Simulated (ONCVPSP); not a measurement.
Transferability test, ONCV potential for nickel (Ni)

Ni, optimised norm-conserving Vanderbilt (ONCV), made with ONCVPSP 4.0.1 (PBE, scalar-relativistic). Core [Ne], reference 3s2 3p6 3d8 4s2. Waves: 3s+4s: rc 1.20 bohr, ncon 4, nbas 8, qcut 12.7 1/bohr, 2 projectors; 3p: rc 0.85 bohr, ncon 4, nbas 8, qcut 11 1/bohr, 3 projectors, debl 3.2 Ha; 3d: rc 1.60 bohr, ncon 3, nbas 8, qcut 9.5 1/bohr, 1 projector. Local part: polynomial inside 0.75 bohr (lpopt 5, dvloc0 6 Ha). Core correction: none.

Energies are relative to the spin-unpolarised reference configuration 3s2 3p6 3d8 4s2; without spin polarisation the order of configurations can differ from experiment.

**Question.** Give the all-electron excitation energy and the error of the potential for: 3s2 3p6 3d8 4s1; 3s2 3p6 3d8 4s0; 3s2 3p6 3d7 4s0; 3s2 3p6 3d9 4s1.

**Answer.**

```csv
valence configuration,charge,ΔE all-electron (eV),error AE − PS (meV)
3s2 3p6 3d8 4s1,+1,9.323,+1.7
3s2 3p6 3d8 4s0,+2,26.674,+8.8
3s2 3p6 3d7 4s0,+3,64.140,-27
3s2 3p6 3d9 4s1,0,-1.597,+26
```

Levels in the configuration 3s2 3p6 3d8 4s1:

```
level  all-electron (eV)  pseudo (eV)
   3s           -120.168     -120.186
   3p            -80.511      -80.524
   3d            -17.925      -17.956
   4s            -13.184      -13.178
```
